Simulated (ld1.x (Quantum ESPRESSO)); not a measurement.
# Transferability test, TM potential for Rb (Z = 37)

```
Element                 : rubidium (Rb)
Generator               : ld1.x (Quantum ESPRESSO) 7.5
Type                    : norm-conserving Troullier–Martins (Kleinman–Bylander form)
Functional              : PBEsol
Relativity              : fully relativistic
Frozen core             : [Kr]
Valence charge          : 1
Reference configuration : 4d1 5s0 5p0
Partial waves           : 5p (bound, empty): rc 4.20 bohr; 4d (bound): rc 4.20 bohr; 5s (bound, empty): rc 2.95 bohr
Local potential         : the s channel
Core correction         : none
```

Open shells are filled in proportion to 2j + 1 (rel_dist='average').

Energies are relative to the spin-unpolarised reference configuration 4d1 5s0 5p0; without spin polarisation the order of configurations can differ from experiment.

Give the all-electron excitation energy and the error of the potential for: 4d0 5s1 5p0; 4d0 5s0.5 5p0; 4d0 5s0 5p1; 4d0.5 5s0.5 5p0.

```
valence configuration  charge  ΔE all-electron (eV)  error AE − PS (meV)
          4d0 5s1 5p0       0                -2.211                  +54
        4d0 5s0.5 5p0    +0.5                -0.649                  +26
          4d0 5s0 5p1       0                -0.719                  +30
      4d0.5 5s0.5 5p0       0                -1.097                  +21
```

Levels in the configuration 4d0 5s1 5p0:

| level | all-electron (eV) | pseudo (eV) |
| --- | --- | --- |
| 5s j=1/2 | -2.222 | -2.266 |

These tests converged, but a pseudo level misses the all-electron one widely, so the file describes the atom poorly there or has found another state: 4d0 5s1 5p0: empty 4d by 15.2 eV. ld1.x printed “convergence not achieved” for 3 of the counted tests; their residual had stalled under 1e-8, short of the target of 1e-14.
